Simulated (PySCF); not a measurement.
**Mn₃O⁺, singlet: data card**

All numbers come from PBE0/[O def2-SVP, Mn def2-SVP], no relativity, density fitting, PySCF.

The structure is a higher-order saddle point with 2 imaginary modes (one degenerate set).

```json
{"Point group": "C3v", "Bond lengths": "Mn–Mn 2.361 Å (×3), O–Mn 1.778 Å (×3)", "Bond angles": "Mn–Mn–Mn 60.0° (×3), Mn–Mn–O 48.4° (×6), Mn–O–Mn 83.2° (×3)", "Highest occupied level": "-9.33 eV", "Zero-point energy (real modes)": "9.5 kJ/mol", "Rotational constants": "0.09797, 0.09797, 0.05506 cm⁻¹", "Dipole moment about the centre of mass": "1.76 D", "Principal quadrupole moments (Buckingham, traceless) about the centre of mass": "-17.16, 8.58, 8.58 D Å", "Principal polarisabilities": "47.7, 107.4, 107.4 bohr³", "Lowest empty level": "-6.66 eV"}
```

Harmonic modes (masses in u: O 15.995, Mn 54.938):
```tsv
symmetry	ω (cm⁻¹)	IR (km/mol, summed over degenerate members)	μ (u)
e	956i	–	25.60
a1	285	2.1	38.59
e	305	9.3	30.05
a1	689	33.4	19.65
```

In C3v the vibrations span 2e + 2a1.

Charges (e):
```
   atom  Mulliken  Löwdin  polar tensor  Mayer order to O1
     O1     -0.55   -0.18          1.49                  –
Mn2,3,4      0.52    0.39         -0.16               0.73
```
Other Mayer orders above 0.3: Mn–Mn 1.21 (×3).

Mulliken populations on O1: s 3.88, p 4.66, d 0.01.

Outer orbital energies (eV). occupied: -10.76, -10.76, -10.26, -10.04, -9.97, -9.97, -9.33, -9.33; empty: -6.66, -6.20, -6.20, -5.75.

Stability towards spin polarisation was not tested. This need not be the most stable arrangement of these atoms. At this level a broken-symmetry Ms = 6 minimum of D3h symmetry lies 1127 kJ/mol below this structure.

The final relaxation and frequency run took of the order of 4 core-minutes on a shared host.
